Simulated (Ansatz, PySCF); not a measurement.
A series of C-Si bond dissociation energy values:

A. C[Si](C)(C)Cl [chloro(trimethyl)silane] → [CH3] (CH3) + C[Si](C)Cl
B. CC(C)[Si](O)(O)O -> C[CH]C + O[Si](O)O
C. C[SiH3] [methylsilane] -> [CH3] (CH3) + [SiH3] (SiH3)
D. [SiH3]C[SiH3] -> [SiH3] (SiH3) + [CH2][SiH3]
E. CC[SiH3] → [CH2]C + [SiH3] (SiH3)

Quantity: bond dissociation energy (enthalpy at 298 K, with B3LYP-D3(BJ) rigid-rotor harmonic-oscillator terms), kJ/mol. Each molecule is optimised on its own at B3LYP-D3(BJ)/def2-TZVP (Ansatz, a program for electronic structure), one conformer each, not searched for the lowest. Frequencies are from Ansatz or PySCF. Valence correlation only, unless marked. Open shells are spin-unrestricted. No spin-orbit coupling. No relativistic terms. CBS(X,Y): correlation extrapolated as X^-3; Hartree-Fock from the larger set. The bracket is a focal-point correction in the basis named.

```tsv
	PBE0/STO-3G (Ansatz)	r2SCANh-D4/def2-TZVPD (Ansatz + dftd4)	RI-MP2/cc-pV(T+d)Z (Ansatz)	RI-MP2/CBS(cc-pV(T+d)Z,cc-pV(Q+d)Z)+[CCSD(T)-MP2]/cc-pV(T+d)Z (Ansatz)
A	486.4	358.9	395.4	393.3
B	403.3	331.3	386.3	377.9
C	502.5	341.0	373.0	372.6
D	482.5	335.6	373.6	368.5
E	475.7	319.8	359.4	356.2
```
